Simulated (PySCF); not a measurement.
BeH₂, charge +1, multiplicity 2. Atoms are numbered in the order given.

```xyz
3

Be     0.0000     0.0000     0.0000
H      0.0000     0.0000    -1.4788
H      0.0000     0.0000     1.4788
```
Charge +1, spin multiplicity 2.

Geometry: PBE-D3(BJ)/def2-TZVPD. The geometry has at least one imaginary mode, so it is a saddle point at that level. The multiplicity is an assumed one; other spin states were not compared. The isomer is the one that the SMILES or the coordinates give; other isomers of the formula were not compared.

The numbers are results of r2SCAN/def2-TZVPD (PySCF), not measurements.

Mulliken values depend strongly on the basis, most of all with diffuse functions as here. ESP charges are fitted to the potential on shells at 1.4 to 2.0 van der Waals radii. Atomic charges (e):

```csv
atom,Mulliken,ESP fit,meta-Löwdin,Mulliken spin
Be1,0.34,___,1.04,0.44
H2,0.33,___,-0.02,0.28
H3,0.33,___,-0.02,0.28
```

**Question.** Complete the blanks. (Estimate from the structure and the level; the computed values follow.)

**Answer.** 
- Be1, ESP fit: 0.75
- H2, ESP fit: 0.12
- H3, ESP fit: 0.12
